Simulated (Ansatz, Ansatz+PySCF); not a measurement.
```xyz
12

C     1.4000    0.0000    0.0000
C     0.7000    1.2124    0.0000
C    -0.7000    1.2124    0.0000
C    -1.4000    0.0000    0.0000
C    -0.7000   -1.2124    0.0000
C     0.7000   -1.2124    0.0000
O     2.6500    0.0000    0.0000
H     1.2425    2.1521    0.0000
H    -1.2425    2.1521    0.0000
O    -2.6500    0.0000    0.0000
H    -1.2425   -2.1521    0.0000
H     1.2425   -2.1521    0.0000
```

Basis set: def2-SVP (spherical functions). Charge 0, multiplicity 1.

Computed with Ansatz (development build ahead of 0.2.0); each method stands on the lowest determinant of its kind that the runs found. Restricted functionals stand beside restricted open-shell atoms, which can lie above the unrestricted atoms usual in DFT and then raise those values.

The atomization energy at this shape (free ground-state atoms in the same class of orbitals less the molecule, no zero-point energy) of singlet C₆H₄O₂:

| method | atomization energy |
| --- | --- |
| ωB97X (unrestricted) | 5932.6 kJ/mol |
| PBE0 (restricted) | 6078.1 kJ/mol |
| PBE0 (unrestricted) | 6040.4 kJ/mol |
| UHF | 4297.5 kJ/mol |

What does RHF give?

4267.9 kJ/mol. Caution for UHF: the unrestricted determinant is a mixture of spin states. Caution for RHF: an unrestricted determinant lies well below.

The shape needn't be a minimum at these levels.
